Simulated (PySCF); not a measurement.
Level of theory: M06-2X/def2-TZVP // PBE0-D3(BJ)/def2-SVP (PySCF). Gas-phase values, no solvent. One relaxed conformer stands for a flexible species; it need not be the lowest. Delta-SCF ions had no search for a lower state. Excitations are Tamm–Dancoff values on a coarser integration grid. The basis has no diffuse functions, so Rydberg states are missing or too high.

Reference species (SMILES): `C[O][Ge]([Cl])([O]C)[O]C` (neutral, multiplicity 1).

| Property | Result |
|---|---|
| T1 excitation (TDA) | 6.95 eV |
| vertical ionisation energy (Delta-SCF) | 10.86 eV |

Changed species: `C[O][Ge]([Cl])([Cl])[Cl]` (1 of 4 Cl replaced by OCH3; the reference has 3 of 4 Cl replaced by OCH3).

Problem. Predict the effect on the T1 excitation (TDA) and vertical ionisation energy (Delta-SCF).

Solution. the T1 excitation (TDA) falls by 0.54 eV, to 6.41 eV; the vertical ionisation energy (Delta-SCF) rises by 0.44 eV, to 11.30 eV.
